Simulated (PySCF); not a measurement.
Gas-phase equilibrium of 1 mol N2O, 13 mol N2 at 1000 K and 0.133 bar, among 8 species (O2, N2, O, NO, O3, N, N2O, NO2). Only gases are allowed; each row takes one source of thermochemistry for all species, and Cantera finds the minimum.

Computed with PySCF (xtb for GFN2) and rigid-rotor harmonic-oscillator thermochemistry at 1 bar. 'Table' is the NASA 1993 thermochemical table (part measured, part estimated). † marks an energy on the PBE0/def2-TZVP geometry and frequencies; other levels use their own. MP2 and CCSD(T) freeze the core. Open shells (unrestricted) among the columns below: O2 (multiplicity 3), O (multiplicity 3, electronic degeneracy 9), NO (multiplicity 2, electronic degeneracy 4), NO2 (multiplicity 2); the rest are closed-shell singlets. GFN2 has no spin-polarisation term. Spin-orbit splitting is ignored; it lowers the true energy and changes the entropy of O, NO. MP2 isn't extrapolated to the basis-set limit. CCSD(T) isn't extrapolated to the basis-set limit. The harmonic model lacks anharmonicity and excited electronic states, which grow with temperature; levels with a mode under 35 cm⁻¹ are left out.

Molecules larger than those listed are left out. Table species left out: NO3.

Mole fractions:

```csv
thermochemistry,x N2,x N2O,x O,x O2,x NO,x NO2
table,0.97,4.7e-10,8.0e-11,0.034,1.4e-5,1.1e-7
CCSD(T)/def2-SVP†,0.97,8.1e-11,1.9e-9,0.034,2.3e-5,1.9e-8
CCSD(T)/def2-TZVPP†,0.97,1.4e-10,5.2e-10,0.034,1.5e-5,3.2e-8
GFN2-xTB,0.93,0.071,<1e-12,<1e-12,<1e-12,<1e-12
HF/def2-TZVP†,0.94,<1e-12,0.063,0.0021,5.6e-6,<1e-12
MP2/def2-SVP†,0.97,2.5e-9,1.1e-10,0.034,3.6e-6,1.2e-7
ωB97M-V/def2-TZVP†,0.97,1.6e-10,4.6e-11,0.034,1.4e-5,5.0e-8
```
The most sensitive of these is N2O: it spans a factor of 10^10.9 over these rows; at this temperature one factor of ten is RT ln 10 = 19 kJ/mol.
